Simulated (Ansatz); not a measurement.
Two members of one family (GaSb nanocrystals, H-capped), computed with Ansatz in the gas phase; def2 core potentials for Sb, no spin–orbit coupling. The two geometries come from different levels. Levels of anions in sets without diffuse functions are rough. The structures are stationary points that may keep the symmetry of their start.

First: Ga5Sb4H16⁻, cut from zinc blende (singlet, charge -1, r2SCAN-D4/def2-SVP geometry).

Cartesian coordinates in Å:
```
Ga -0.470 3.292 0.035
Ga -0.482 0.203 3.281
Ga -2.722 -0.594 -0.578
Ga 0.960 -0.099 -3.180
Ga 0.937 -3.189 0.061
Sb -1.693 1.200 1.132
Sb 1.333 1.975 -1.489
Sb 1.314 -1.400 2.052
Sb -0.487 -1.673 -1.597
H 0.349 4.131 1.083
H -1.417 4.008 -0.999
H 0.345 1.287 4.066
H -1.438 -0.785 4.047
H -3.466 0.185 -1.727
H -3.474 -1.699 0.253
H 0.071 0.489 -4.339
H 2.384 -0.694 -3.485
H 0.036 -4.310 0.701
H 2.362 -3.536 -0.508
H -3.072 1.935 1.828
H 2.298 3.140 -2.287
H 2.572 1.487 -0.421
H 2.265 -2.148 3.261
H 2.565 -0.370 1.519
H -1.068 -2.836 -2.709
```

```
              level  HOMO (eV)  LUMO (eV)  gap (eV)
    PBE-D4/def2-SVP      -2.88       0.85      3.73
   PBE-D4/def2-TZVP      -2.96       0.74      3.70
r2SCAN-D4/def2-TZVP      -3.21       0.83      4.03
   PBE0-D4/def2-SVP      -3.84       1.48      5.32
  PBE0-D4/def2-TZVP      -3.88       1.40      5.29
```

Second: Ga6Sb5H18⁻, cut from wurtzite (singlet, charge -1, PBE-D4/def2-SVP geometry).

```
atom    x (Å)    y (Å)    z (Å)
 Ga1  -0.7667   0.8569  -3.1292
 Sb2   1.5519   0.9194  -1.7441
 Sb3  -1.3770   2.7671   0.6328
 Ga4   1.2863   2.4881   0.3793
 Ga5   2.8705  -1.3354  -1.0546
 Sb6   1.8023   0.8485   2.4486
 Sb7  -2.2303  -0.6430  -1.4425
 Ga8  -3.2110   0.7315   0.6284
 Ga9  -1.3720  -3.1413  -0.9113
Sb10   0.9277  -2.5471   0.3578
Ga11   0.6816  -1.6175   2.8516
 H12  -1.3451   2.3401  -3.1565
 H13  -0.5116   0.0568  -4.4760
 H14   2.6549   1.8723  -2.6710
 H15  -1.7742   3.9127  -0.5840
 H16  -1.6227   3.8615   1.9486
 H17   2.0594   3.8701   0.4822
 H18   3.1614  -2.1556  -2.3831
 H19   4.0550  -0.9158  -0.0776
 H20   3.5158   0.7178   2.4353
 H21   1.7419   1.8319   3.8685
 H22  -3.6743  -0.8810  -2.3571
 H23  -4.5909   1.4428   0.2897
 H24  -2.9476   0.0473   2.0314
 H25  -1.0150  -3.8453  -2.2899
 H26  -2.3691  -3.8160   0.1244
 H27   1.6422  -4.0846   0.6788
 H28  -0.8058  -1.2441   3.2468
 H29   1.6622  -2.3380   3.8726
```

Task: What does the change do? Estimate second minus first.

Result: 
| level | Δ HOMO (eV) | Δ LUMO (eV) | Δ gap (eV) |
| --- | --- | --- | --- |
| PBE-D4/def2-SVP | -0.04 | -0.01 | 0.03 |
| PBE-D4/def2-TZVP | -0.03 | -0.03 | 0.00 |
| r2SCAN-D4/def2-TZVP | -0.02 | -0.02 | 0.00 |
| PBE0-D4/def2-SVP | 0.00 | 0.02 | 0.01 |
| PBE0-D4/def2-TZVP | 0.02 | -0.02 | -0.04 |
